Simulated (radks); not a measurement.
The numbers below are computed, except where a source is named.
Spin polarisation of the 5d6 shell in Os+. Start: [Xe] 4f14 5d(up 3, down 3) 6s(up 0.5, down 0.5); electrons of 5d are moved from spin down to spin up, other shells keep equal spins. Level of theory: non-relativistic Kohn-Sham, PBE, spin-polarised, spherical densities, point nucleus (a radial shooting solver on a logarithmic mesh with Libxc functionals).

[
 {"moment (Bohr magnetons)": "0", "E - E(0) (eV)": "0.000", "e(5d up) (eV)": "-15.289", "e(5d down) (eV)": "-15.289", "6s down minus up (eV)": "0.000", "5p down minus up (eV)": "0.000", "4f down minus up (eV)": "0.000"},
 {"moment (Bohr magnetons)": "1", "E - E(0) (eV)": "-0.160", "e(5d up) (eV)": "-15.592", "e(5d down) (eV)": "-14.953", "6s down minus up (eV)": "0.300", "5p down minus up (eV)": "0.602", "4f down minus up (eV)": "0.098"},
 {"moment (Bohr magnetons)": "2", "E - E(0) (eV)": "-0.639", "e(5d up) (eV)": "-15.864", "e(5d down) (eV)": "-14.584", "6s down minus up (eV)": "0.602", "5p down minus up (eV)": "1.207", "4f down minus up (eV)": "0.195"},
 {"moment (Bohr magnetons)": "3", "E - E(0) (eV)": "-1.441", "e(5d up) (eV)": "-16.106", "e(5d down) (eV)": "-14.179", "6s down minus up (eV)": "0.908", "5p down minus up (eV)": "1.816", "4f down minus up (eV)": "0.293"},
 {"moment (Bohr magnetons)": "4", "E - E(0) (eV)": "-2.567", "e(5d up) (eV)": "-16.317", "e(5d down) (eV)": "-13.737", "6s down minus up (eV)": "1.220", "5p down minus up (eV)": "2.431", "4f down minus up (eV)": "0.390"}
]

At moment 4 the spin-polarisation energy is -2.567 eV and the 5d exchange splitting 2.580 eV, that is 0.645 eV per Bohr magneton; E = -I m^2/4 would give I = 0.642 eV.
